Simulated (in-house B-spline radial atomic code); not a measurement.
A fraction x of an electron is added to 5p in neutral iodine, starting from [Kr] 4d10 5s2 5p5 and keeping the highest spin. All numbers are computed (scalar-relativistic (X2C) BHandHLYP, spin-polarised, spherical fractional occupations; Fermi nucleus of rms radius 4.75 fm) with an all-electron radial atomic-structure program (B-spline basis), not measured.

Caution: exact exchange at fractional occupations of open shells leaves self-interaction of up to several eV.

```tsv
x	E(x) - E(0) (eV)	5p down level (eV)
0	0.0000	-7.458
0.1	-0.7161	-6.866
0.2	?	?
0.3	-1.9726	-5.705
0.4	?	?
0.5	-3.0006	-4.581
0.6	-3.4312	-4.033
0.7	-3.8076	-3.496
0.8	-4.1308	-2.970
```

Problem. What belongs in the row x = 0.2?

Solution. An energy change of -1.3734 eV; 5p down at -6.281 eV.

Problem. What belongs in the row x = 0.4?

Solution. An energy change of -2.5147 eV; 5p down at -5.138 eV.

Problem. Check Janak's theorem between x = 0.5 and 0.6.

Solution. The slope of the energy is -4.31 eV; the orbital levels give -4.31 eV (ε of the filling orbital, averaged over the two points).
